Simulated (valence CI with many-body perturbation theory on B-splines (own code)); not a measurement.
## Level structure of Sc16+

Computed by relativistic CI+MBPT: three valence electrons over a frozen Dirac-Fock core [He], radial functions for each j: 11 s, 11 p, 10 d, 8 f, 5 g, 2 h, with the one-electron correlation potential Σ1 (screened to all orders), the two-electron term Σ2, the three-electron term Σ3, Breit, model QED; selected single and double excitations, second order for the rest, scaled by the run's own slope (own B-spline code, finite nucleus).

No measured spectrum was set against this ion. As an estimate, levels of excited configurations hold to 0.05 to 0.15 % of their energy, terms of the ground configuration to about 0.5 %.

Levels 1 to 45 of 198, with energies above the lowest level, 2s²2p ²P°_1/2. "Leading %" is the weight of the configuration and term that name the level; weights of strongly mixed levels are sums over their largest components and can fall short. In the jj column 3d3/2^4 stands for four electrons in 3d with j = 3/2. Lifetimes count E1, E2, E3, M1 and M2 decay at the calculated energies, and are blank where another channel may lead or the interval is too uncertain; long ones can be off by a factor of two.

| No. | Configuration | Term | J | E (× 10³ cm⁻¹) | Leading % | Leading jj | g | Lifetime |
| --- | --- | --- | --- | --- | --- | --- | --- | --- |
| 1 | 2s²2p | ²P° | 1/2 | 0.00 | 97 | 2s^2 2p1/2 (97 %) | 0.663 |  |
| 2 | 2s²2p | ²P° | 3/2 | 45.64 | 97 | 2s^2 2p3/2 (97 %) | 1.332 | 1.17 ms |
| 3 | 2s2p² | ⁴P | 1/2 | 288.11 | 99 | 2s 2p1/2^2 (54 %) | 2.659 | 61.4 ns |
| 4 | 2s2p² | ⁴P | 3/2 | 306.66 | 100 | 2s 2p1/2 2p3/2 (92 %) | 1.731 | 489 ns |
| 5 | 2s2p² | ⁴P | 5/2 | 329.21 | 99 | 2s 2p3/2^2 (55 %) | 1.593 | 102 ns |
| 6 | 2s2p² | ²D | 3/2 | 516.81 | 98 | 2s 2p1/2 2p3/2 (75 %) | 0.806 | 186 ps |
| 7 | 2s2p² | ²D | 5/2 | 520.78 | 98 | 2s 2p1/2 2p3/2 (55 %) | 1.203 | 253 ps |
| 8 | 2s2p² | ²S | 1/2 | 632.81 | 59 | 2s 2p1/2^2 (46 %) | 1.472 | 44.2 ps |
| 9 | 2s2p² | ²P | 1/2 | 682.65 | 60 | 2s 2p3/2^2 (63 %) | 1.200 | 38.0 ps |
| 10 | 2s2p² | ²P | 3/2 | 695.35 | 98 | 2s 2p3/2^2 (67 %) | 1.325 | 30.5 ps |
| 11 | 2p³ | ⁴S° | 3/2 | 896.96 | 98 | 2p1/2 2p3/2^2 (51 %) | 1.986 | 33.6 ps |
| 12 | 2p³ | ²D° | 3/2 | 1008.2 | 93 | 2p1/2 2p3/2^2 (48 %) | 0.837 | 83.3 ps |
| 13 | 2p³ | ²D° | 5/2 | 1015.4 | 100 | 2p1/2 2p3/2^2 (100 %) | 1.198 | 82.9 ps |
| 14 | 2p³ | ²P° | 1/2 | 1129.5 | 97 | 2p1/2 2p3/2^2 (97 %) | 0.663 | 37.1 ps |
| 15 | 2p³ | ²P° | 3/2 | 1143.0 | 89 | 2p3/2^3 (74 %) | 1.306 | 38.1 ps |
| 16 | 2s²3s | ²S | 1/2 | 4941.4 | 94 | 2s^2 3s (94 %) | 2.001 | 944 fs |
| 17 | 2s²3p | ²P° | 1/2 | 5078.9 | 91 | 2s^2 3p1/2 (91 %) | 0.665 | 11.0 ps |
| 18 | 2s²3p | ²P° | 3/2 | 5091.6 | 91 | 2s^2 3p3/2 (91 %) | 1.333 | 10.7 ps |
| 19 | 2s²3d | ²D | 3/2 | 5218.9 | 94 | 2s^2 3d3/2 (94 %) | 0.799 | 140 fs |
| 20 | 2s2p3s | ⁴P° | 1/2 | 5220.3 | 98 | 2s 2p1/2 3s (92 %) | 2.647 | 829 fs |
| 21 | 2s²3d | ²D | 5/2 | 5222.5 | 94 | 2s^2 3d5/2 (94 %) | 1.200 | 143 fs |
| 22 | 2s2p3s | ⁴P° | 3/2 | 5233.6 | 96 | 2s 2p1/2 3s (67 %) | 1.721 | 810 fs |
| 23 | 2s2p3s | ⁴P° | 5/2 | 5263.4 | 98 | 2s 2p3/2 3s (98 %) | 1.599 | 779 fs |
| 24 | 2s2p3s | ²P° | 1/2 | 5291.4 | 95 | 2s 2p1/2 3s (76 %) | 0.679 | 1.11 ps |
| 25 | 2s2p3s | ²P° | 3/2 | 5323.3 | 93 | 2s 2p3/2 3s (89 %) | 1.340 | 946 fs |
| 26 | 2s2p3p | ⁴D | 1/2 | 5342.3 | 73 | 2s 2p1/2 3p1/2 (95 %) | 0.183 | 1.36 ps |
| 27 | 2s2p3p | ⁴D | 3/2 | 5354.0 | 76 | 2s 2p1/2 3p1/2 (65 %) | 1.233 | 1.78 ps |
| 28 | 2s2p3p | ²P | 1/2 | 5371.6 | 68 | 2s 2p1/2 3p3/2 (52 %) | 0.533 | 433 fs |
| 29 | 2s2p3p | ²P | 3/2 | 5373.2 | 53 | 2s 2p1/2 3p3/2 (62 %) | 1.411 | 594 fs |
| 30 | 2s2p3p | ⁴D | 5/2 | 5374.7 | 96 | 2s 2p1/2 3p3/2 (54 %) | 1.375 | 163 ps |
| 31 | 2s2p3p | ⁴D | 7/2 | 5401.3 | 99 | 2s 2p3/2 3p3/2 (99 %) | 1.428 | 580 ps |
| 32 | 2s2p3p | ⁴S | 3/2 | 5403.3 | 59 | 2s 2p3/2 3p3/2 (51 %) | 1.764 | 1.36 ps |
| 33 | 2s2p3p | ⁴P | 1/2 | 5406.6 | 96 | 2s 2p1/2 3p1/2 (59 %) | 2.629 | 11.8 ps |
| 34 | 2s2p3p | ⁴P | 3/2 | 5426.0 | 60 | 2s 2p3/2 3p1/2 (77 %) | 1.539 | 1.17 ps |
| 35 | 2s2p3p | ²D | 3/2 | 5432.1 | 65 | 2s 2p3/2 3p3/2 (53 %) | 1.110 | 403 fs |
| 36 | 2s2p3p | ⁴P | 5/2 | 5434.3 | 84 | 2s 2p3/2 3p1/2 (51 %) | 1.544 | 2.44 ps |
| 37 | 2s2p3p | ²D | 5/2 | 5458.9 | 86 | 2s 2p3/2 3p3/2 (75 %) | 1.247 | 330 fs |
| 38 | 2s2p3d | ⁴F° | 3/2 | 5465.4 | 94 | 2s 2p1/2 3d3/2 (89 %) | 0.432 | 2.59 ps |
| 39 | 2s2p3d | ⁴F° | 5/2 | 5473.5 | 92 | 2s 2p1/2 3d3/2 (44 %) | 1.050 | 1.36 ps |
| 40 | 2s2p3d | ⁴F° | 7/2 | 5486.5 | 90 | 2s 2p1/2 3d5/2 (56 %) | 1.253 | 940 fs |
| 41 | 2s2p3p | ²S | 1/2 | 5489.6 | 94 | 2s 2p3/2 3p3/2 (71 %) | 1.973 | 279 fs |
| 42 | 2s2p3d | ⁴P° | 5/2 | 5506.2 | 40 | 2s 2p1/2 3d5/2 (77 %) | 1.415 | 145 fs |
| 43 | 2s2p3s | ²P° | 1/2 | 5507.6 | 87 | 2s 2p3/2 3s (64 %) | 0.623 | 398 fs |
| 44 | 2s2p3s | ²P° | 3/2 | 5508.6 | 60 | 2s 2p3/2 3s (44 %) | 1.285 | 247 fs |
| 45 | 2s2p3d | ⁴F° | 9/2 | 5509.2 | 100 | 2s 2p3/2 3d5/2 (100 %) | 1.332 | 3.12 ns |

Names give the largest LS component (configuration and term), which can be under half, so a name can repeat, a term be missing and a line seem to break the LS rules; names also repeat where a configuration has a term twice.

The ionisation energy to 2s² ¹S0 of the next ion comes out as 1093.5 eV (NIST: 1093.5 ± 0.4 eV (semi-empirical)). All 198 levels together are meant to be complete up to 7373.8 × 10³ cm⁻¹.
